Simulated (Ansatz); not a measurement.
Consider the isomerisation: `CB(C)F` → `CBCF`.

Calculated with Ansatz (gas phase, PBE0-D4/def2-TZVP geometries, no zero-point term in ΔE). CCSD(T)/CBS is the MP2 limit (def2-TZVPP, def2-QZVPP) plus CCSD(T) − MP2 in def2-TZVPP, frozen cores. Functionals use def2-TZVPP. B3LYP here is the variant with VWN-RPA as its local correlation; programs differ in this. HSE06 is defined as in plane-wave codes. One conformer a species, not always the lowest.

`CB(C)F`:

Cartesian coordinates in Å:
```
C -0.352 -1.093 -0.796
B 0.410 -0.251 0.278
C 0.106 1.241 0.630
F 1.400 -0.853 0.947
H -0.723 -0.484 -1.624
H -1.239 -1.527 -0.316
H 0.239 -1.924 -1.186
H 0.705 1.873 -0.039
H 0.389 1.503 1.651
H -0.937 1.515 0.456
```

`CBCF`:

```xyz
10

C     1.250   -0.481    0.295
B    -0.067    0.319    0.509
C    -1.183    0.292   -0.576
F    -2.318    1.037   -0.292
H     1.388   -1.185    1.126
H     1.322   -1.035   -0.644
H     2.108    0.199    0.365
H    -0.229    0.958    1.510
H    -1.495   -0.749   -0.758
H    -0.775    0.644   -1.536
```

Q: Is it downhill or uphill in electronic energy at CCSD(T)/CBS, and by how much? (Best estimate.)

A: Computed: Uphill: ΔE = +61.2 kcal/mol.

Q: What do these levels give: r2SCAN-D4, PBE0-D4, B3LYP-D4, ωB97M-V, B2PLYP, r2SCAN, HSE06, LC-ωPBE, MP2/def2-SVP, HF/def2-QZVPP, SCS-MP2/def2-QZVPP, MP2/CBS(def2)? (Estimate.)

A: The calculation gave: r2SCAN-D4 61.0, PBE0-D4 59.9, B3LYP-D4 59.6, ωB97M-V 60.5, B2PLYP 60.9, r2SCAN 61.0, HSE06 59.8, LC-ωPBE 60.4, MP2/def2-SVP 65.7, HF/def2-QZVPP 59.7, SCS-MP2/def2-QZVPP 61.4, MP2/CBS(def2) 63.0 kcal/mol.

Largest T1 diagnostic among the species: 0.011.

At CCSD(T), def2-SVP lies +2.2 kcal/mol from the extrapolated value and def2-TZVPP +0.2 kcal/mol. Leaving LDA and LC-ωPBE aside and taking each functional with its dispersion term where it has one, the values, not all of them listed here, spread over 3.5 kcal/mol, from revPBE-D4 to B97M-V. LDA lies +1.8 kcal/mol from PBE without D4. From BLYP to BHLYP (50 % exact exchange), in def2-TZVPP and without D4, ΔE moves by +1.9 kcal/mol.
